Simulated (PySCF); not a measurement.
F (fluorine, neutral) across methods

[He] 2s1 2p6, 2S determinant (an excited configuration). All numbers are calculated (PySCF 2.14, the spin-free X2C one-electron Hamiltonian (Gaussian nucleus), in dyall-av3z (15s9p3d2f, 71 functions)).

| method | E (hartree) | mean ε 2s α (eV) | mean ε 2p α (eV) | mean ε 2p β (eV) | Σ⟨r²⟩ (bohr²) | ⟨S²⟩ |
| --- | --- | --- | --- | --- | --- | --- |
| PBE0 | -99.0265 | -35.456 | -14.991 | -12.342 | 10.92 | 0.756 |
| LC-wPBE | -99.0928 | -37.366 | -17.652 | -15.578 | 10.94 | 0.753 |
| r2SCAN | -99.0611 | -33.365 | -13.171 | -10.878 | 10.87 | 0.757 |
| PBE | -99.0674 | -31.380 | -12.395 | -10.639 | 11.05 | 0.754 |
| UHF | -98.62311 | -47.213 | -22.369 | -16.249 | 10.84 | 0.776 |
| LDA | -98.5277 | -31.063 | -12.525 | -10.854 | 11.07 | 0.753 |
| HSE06 | -99.0383 | -35.000 | -14.566 | -11.930 | 10.92 | 0.756 |
| BHandHLYP | -99.0538 | -39.477 | -17.645 | -14.018 | 10.89 | 0.760 |
| BP86 | -99.1592 | -31.442 | -12.470 | -10.776 | 10.99 | 0.753 |
